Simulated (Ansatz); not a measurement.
A nudged elastic band was laid between two geometries of H4Si + H8N4Zr (18 atoms, charge 0, multiplicity 1).

These are results of Ansatz 0.2.0, RKS PBE/def2-SVP, not measurements.

```json
{"movable images": "5", "climbing image": "yes", "spring": "5.0 eV/Å²", "optimiser": "quadratic models (default)", "start path": "through a guess of the saddle point", "force threshold": "0.05 eV/Å", "iteration limit": "60", "end points": "relaxed"}
```

First end point:

```xyz
18
Properties=species:S:1:pos:R:3
Zr 0.377 -0.208 0.049
N 0.731 -0.184 2.073
H -0.030 -0.227 2.764
H 1.614 -0.072 2.584
N 2.131 0.243 -0.927
H 2.823 -0.459 -1.215
H 2.417 1.143 -1.330
N -1.033 1.241 -0.406
H -1.732 1.246 -1.159
H -1.133 2.128 0.104
N -0.222 -2.082 -0.565
H -0.446 -2.913 -0.006
H -0.329 -2.341 -1.554
Si -3.782 0.508 1.393
H -3.962 -0.052 0.012
H -5.050 0.266 2.173
H -3.543 1.990 1.341
H -2.657 -0.182 2.109
```

Last end point:

```xyz
18
Properties=species:S:1:pos:R:3
Zr -0.465 -0.084 -0.142
N -0.096 1.211 1.954
H -0.017 0.599 2.778
H 0.721 1.839 1.961
N 1.412 -0.739 0.423
H 1.912 -1.468 -0.100
H 1.999 -0.469 1.221
N -0.623 1.660 -1.212
H -1.558 1.917 -1.564
H 0.040 2.360 -1.563
N -0.991 -1.582 -1.447
H -1.382 -1.482 -2.392
H -1.084 -2.573 -1.188
Si -2.774 -0.641 1.394
H -4.068 -0.247 0.691
H -3.006 -2.102 1.744
H -2.922 0.050 2.753
H -0.925 1.796 2.130
```

(1) What changes between the two ends?

(2) What energy profile does the band end with?

(3) What is the geometry of the highest image?

(4) What are the harmonic wavenumbers there?

## Answers

(1) Bonds broken: Si14–H18. Bonds formed: Zr1–Si14, N2–H18. H4Si + H8N4Zr becomes H12N4SiZr.

(2) The run converged. The highest image is number 3 of 0 to 6, 1.00 eV above the first end and 0.87 eV above the last; the last end lies 0.13 eV above the first. A vibrational analysis at the climbing image gives one clearly imaginary mode, 1030i cm⁻¹: a first-order saddle point. The orbitals stay closed-shell, which can raise the energy where a bond breaks towards radicals; this wasn't checked here.

| image | path coordinate (Å) | energy (eV) | Si14–H18 (Å) | Zr1–Si14 (Å) | N2–H18 (Å) |
| --- | --- | --- | --- | --- | --- |
| 0 | 0.00 | 0.00 | 1.50 | 4.43 | 3.39 |
| 1 | 2.22 | 0.01 | 1.50 | 4.20 | 3.26 |
| 2 | 4.44 | 0.13 | 1.51 | 3.85 | 2.52 |
| 3 | 6.66 | 1.00 | 1.91 | 3.24 | 1.33 |
| 4 | 9.35 | 0.46 | 2.78 | 2.89 | 1.03 |
| 5 | 12.05 | 0.23 | 2.89 | 2.84 | 1.03 |
| 6 | 14.75 | 0.13 | 3.15 | 2.83 | 1.03 |

(3) 
```xyz
18
Properties=species:S:1:pos:R:3
Zr -0.062 0.006 -0.014
N 0.111 0.150 2.183
H 0.417 -0.623 2.789
H 0.259 1.030 2.693
N 1.833 0.037 -0.804
H 2.285 -0.676 -1.390
H 2.494 0.820 -0.714
N -0.937 1.727 -0.686
H -1.940 1.944 -0.683
H -0.446 2.474 -1.194
N -0.782 -1.840 -0.510
H -1.746 -2.121 -0.726
H -0.184 -2.677 -0.550
Si -3.002 -0.039 1.344
H -3.459 -0.184 -0.108
H -3.675 -1.222 2.018
H -3.792 1.174 1.810
H -1.200 0.065 1.983
```

(4) 1030i, 57, 74, 87, 103, 124, 133, 144, 162, 202, 255, 257, 288, 331, 352, 384, 411, 433, 448, 468, 475, 497, 506, 530, 602, 615, 638, 645, 856, 909, 914, 1291, 1324, 1439, 1444, 1450, 1484, 2033, 2079, 2091, 3420, 3425, 3429, 3433, 3518, 3520, 3527, 3528 cm⁻¹.

Time of the run: 5.8 min on 4 threads of Arm Neoverse V2 (shared host), peak memory 0.26 GiB.
